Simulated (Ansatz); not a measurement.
CH₅O₂Si (`C[Si](O)O`) radical. Total charge 0; spin multiplicity 2.

```xyz
9

C    -1.2782   -0.3208    0.0125
Si    0.3477    0.5869   -0.1171
O     1.0677   -0.0049   -1.4738
O     1.3649    0.2499    1.1473
H    -1.8893   -0.1393   -0.8737
H    -1.8382   -0.0011    0.8931
H    -1.0796   -1.3943    0.0896
H     1.9980    0.1975   -1.5888
H     1.3071    0.8259    1.9108
```

Question: What are the harmonic wavenumbers in cm⁻¹ at PBE0-D4/def2-TZVP (Ansatz, finite differences of forces, unscaled)? (An estimate is asked.)

Answer: Ansatz gave: 134, 177, 218, 228, 292, 363, 669, 743, 763, 805, 830, 889, 931, 1256, 1436, 1444, 3046, 3135, 3152, 3914, 3925.

Question: Is this a minimum?

Answer: Yes, all 21 modes are real.

Question: Give the ideal-gas thermochemistry at 298.15 K and 1 bar (rigid rotor, harmonic oscillator; point group C1, symmetry number 1).

Answer: Zero-point energy 169.6 kJ/mol; H(298) − E = 189.2 kJ/mol; entropy 329.4 J/(mol·K), of which translation 163.1, rotation 105.1, vibration 55.4, electronic 5.8; G(298) − E = 91.0 kJ/mol.
